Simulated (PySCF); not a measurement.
Job file and geometry (Å, from GFN2-xTB) of an NMR shielding run on SMILES C(B[SiH2]B)C#CC, C₄H₁₀B₂Si, GIAO PBE0/pcSseg-1 NMR shielding, non-relativistic, gas phase (PySCF); density fitting, a coarse starting grid and PySCF grid level 2 are the driver's defaults:

```
$ OMP_NUM_THREADS=1 python probes_run.py task.json out

{"job": {"kind": "nmr", "xc": "PBE0", "basis": "pcSseg-1"}, "charge": 0, "multiplicity": 1}
B      2.174969     0.973700     0.838475
Si     1.655263     0.791797    -1.035019
B      1.174220    -1.094075    -1.325537
C     -0.235312    -1.673310    -0.920830
C     -1.070597    -0.829140    -0.087005
C     -1.746794    -0.136960     0.620108
C     -2.565947     0.703893     1.468348
H      1.398151     1.275630     1.659426
H      3.258132     0.716047     1.201832
H      0.546866     1.690612    -1.427567
H      2.724753     1.212973    -1.973408
H      1.931025    -1.862186    -1.792806
H     -0.144905    -2.655573    -0.440199
H     -0.774640    -1.865214    -1.859596
H     -3.583042     0.754172     1.078710
H     -2.596951     0.297949     2.479920
H     -2.152189     1.711715     1.505238
```

Problem. Write the output of this run.

Solution. 
```
coarse grid: 14344 points
cycle   1  E = -496.9916478622  dE =  5.196e-01  |g| = 3.664e-01  |ddm| = 4.106e+00
cycle   2  E = -497.0036366701  dE = -1.199e-02  |g| = 3.090e-01  |ddm| = 1.022e+00
cycle   3  E = -497.0305333038  dE = -2.690e-02  |g| = 3.551e-02  |ddm| = 4.710e-01
cycle   4  E = -497.0308674128  dE = -3.341e-04  |g| = 1.225e-02  |ddm| = 6.601e-02
cycle   5  E = -497.0308821986  dE = -1.479e-05  |g| = 1.044e-02  |ddm| = 1.987e-02
cycle   6  E = -497.0309081284  dE = -2.593e-05  |g| = 1.661e-03  |ddm| = 8.273e-03
cycle   7  E = -497.0309089187  dE = -7.903e-07  |g| = 3.773e-04  |ddm| = 2.186e-03
final grid: 132896 points
cycle   8  E = -497.0695526912  dE = -3.473e-05  |g| = 6.711e-03  |ddm| = 4.343e-02
cycle   9  E = -497.0695523859  dE =  3.053e-07  |g| = 6.931e-03  |ddm| = 1.426e-02
cycle  10  E = -497.0695650469  dE = -1.266e-05  |g| = 1.132e-03  |ddm| = 7.056e-03
cycle  11  E = -497.0695653388  dE = -2.919e-07  |g| = 3.644e-04  |ddm| = 1.113e-03
cycle  12  E = -497.0695653708  dE = -3.201e-08  |g| = 7.038e-05  |ddm| = 3.199e-04
cycle  13  E = -497.0695653720  dE = -1.213e-09  |g| = 1.894e-05  |ddm| = 8.564e-05
cycle  14  E = -497.0695653721  dE = -1.055e-10  |g| = 3.097e-06  |ddm| = 3.532e-05
converged SCF energy = -497.0695653721

GIAO shielding tensors (ppm)
atom      isotropic    diamagn.    paramagn.     s11        s22        s33       span
  0 B      -18.569     197.584    -216.153   -151.371    -56.464    152.129    303.499
  1 Si     436.045     881.839    -445.794    393.432    448.548    466.154     72.723
  2 B      -16.976     194.727    -211.703   -129.766    -46.508    125.346    255.113
  3 C      156.047     254.369     -98.322    130.696    159.733    177.713     47.017
  4 C      101.079     265.128    -164.049      6.516     23.532    273.189    266.673
  5 C      104.094     268.393    -164.299     20.783     24.658    266.842    246.060
  6 C      182.016     254.307     -72.291    174.994    175.151    195.902     20.908
  7 H       20.709      31.764     -11.055      6.618     26.460     29.050     22.431
  8 H       20.837      30.125      -9.288      7.602     26.675     28.235     20.633
  9 H       27.372      30.252      -2.880     23.322     28.113     30.681      7.359
 10 H       27.582      29.395      -1.813     24.031     26.088     32.627      8.596
 11 H       21.587      29.688      -8.101     11.648     26.393     26.722     15.074
 12 H       28.644      29.010      -0.366     22.668     28.189     35.076     12.408
 13 H       29.166      28.250       0.916     23.191     28.591     35.716     12.525
 14 H       29.605      27.377       2.227     24.526     27.775     36.513     11.987
 15 H       29.626      28.980       0.646     24.689     27.617     36.573     11.884
 16 H       29.394      32.429      -3.035     24.112     28.216     35.854     11.742
```

Size and cost of the density-fitted run: 176 basis functions, 63 s wall time on 1 thread of an Arm Neoverse N1, shared host; peak memory 0.8 GiB.
